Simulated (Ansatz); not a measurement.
C$_{3}$H$_{9}$BSi (`BC[SiH]1CC1`) from Hartree–Fock to CCSD(T)

```xyz
14

B     1.810   -0.506   -0.418
C     0.648   -0.818   -1.372
Si   -0.597   -0.604    0.030
C    -0.394    0.809    1.240
C    -1.558    0.957    0.255
H     2.277    0.593   -0.354
H     2.235   -1.362    0.306
H     0.433   -0.116   -2.176
H     0.538   -1.854   -1.698
H    -1.132   -1.858    0.596
H    -0.659    0.617    2.275
H     0.421    1.515    1.140
H    -1.462    1.738   -0.493
H    -2.559    0.886    0.668
```

The species carries charge 0 and has multiplicity 1. All single points use the PBE0-D4/def2-TZVP geometry. It is one conformer, not always the lowest. Frozen core, restricted reference, Ansatz. CBS rows extrapolate triple and quadruple zeta; past MP2 they add the triple-zeta difference.

| basis | HF (Eh) | MP2 corr. | CCSD corr. | (T) | CCSD(T) total |
| --- | --- | --- | --- | --- | --- |
| def2-SVP | -432.20569 | -0.61141 | -0.67598 | -0.02271 | -432.90438 |
| def2-TZVPP | -432.46655 | -0.74824 | -0.80359 | -0.03452 | -433.30466 |
| def2-QZVPP | -432.48231 | -0.79536 | – | – | – |
| CBS(def2) | -432.48449 | -0.83026 | -0.88562 | as TZ | -433.40463 |
